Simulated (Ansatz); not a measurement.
Input file for Ansatz (a first-principles code): U-BHLYP/def2-TZVPP on BH (SMILES [BH]), 2S+1 = 1, a spin state set in the input, which need not be the lowest.

Ansatz 0.2 input:
```yaml
crystal:
  periodic: [false, false, false]
  atoms:
    - {symbol: B, position_ang: [-0.00000000, -0.00000000, -0.20551357]}
    - {symbol: H, position_ang: [0.00000000, 0.00000000, 1.02756787]}
basis:
  gaussian:
    orbitals: def2-TZVPP
hamiltonian:
  xc: {name: BHLYP}
magnetization: {spin_polarized: true, initial_magnetization: 0}
```

It printed:

```
WARN ansatz: RAYON_NUM_THREADS=2 ignored (pool sized by the plan → 2); use --threads N
Functional definition: BHLYP
integrals: 0.00 GiB planned
268 factors; their error is unknown
mean field: 0.09 GiB planned
mean field evaluation 1: about -687.8546 eV, gradient 4.0e0 eV
mean field evaluation 2: about -687.9986 eV, gradient 6.4e-1 eV
mean field evaluation 4: about -688.0042 eV, gradient 1.4e-1 eV
mean field evaluation 8: about -688.0002 eV, gradient 1.8e-3 eV
mean field evaluation 16: about -688.0077 eV, gradient 3.8e-1 eV
mean field evaluation 32: about -688.0002 eV, gradient 6.0e-5 eV
mean field -688.00976994 eV, -25.2838926956 hartree, gradient 2.0e-5 eV, S^2 0.132822; 5 other end points of the search recorded, 0 dependent functions left out
reference -688.00988398 eV, -25.2838968863 hartree; 3, 3 occupied and 42, 42 virtual orbitals, 268 factors
Total energy: -688.00988398 eV, -25.2838968863 hartree
```

The run converged. Its determinant has ⟨S²⟩ = 0.13, a mixture of spin states.

Cost: very roughly 0.9 core-seconds.
